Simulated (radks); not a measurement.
The numbers below are computed, except where a source is named.
Charge is removed step by step from the 2p up level of C, starting from [He] 2s2 2p(up 2, down 0). Code: a radial shooting solver on a logarithmic mesh with Libxc functionals. Model: scalar-relativistic Kohn-Sham, PBE, spin-polarised, spherical densities, point nucleus.

removed (e)	E - E(0) (eV)	eigenvalue (eV)	E minus straight line (eV)
0	0.000	-6.095	0.000
0.1	0.661	-7.123	-0.507
0.2	1.426	-8.184	-0.909
0.3	2.298	-9.277	-1.203
0.4	3.282	-10.400	-1.387
0.5	4.379	-11.553	-1.457
0.6	5.593	-12.734	-1.410
0.7	6.927	-13.943	-1.243
0.8	8.383	-15.179	-0.954
0.9	9.964	-16.440	-0.541
1	11.672	-17.727	0.000

Removing the whole electron costs 11.672 eV by Delta-SCF, against 6.095 eV from minus the eigenvalue at the starting occupation. Slater's transition state (half an electron removed) gives 11.553 eV. Integrating minus the eigenvalue over the occupation (Janak's theorem) gives 11.672 eV. In this scalar-relativistic scheme the density is built from large components alone, so the theorem holds only approximately. The mean slope of the eigenvalue, de/dn, is 11.6 eV per electron. Ionisation energy of C in the NIST Atomic Spectra Database: 11.260 eV (measured).
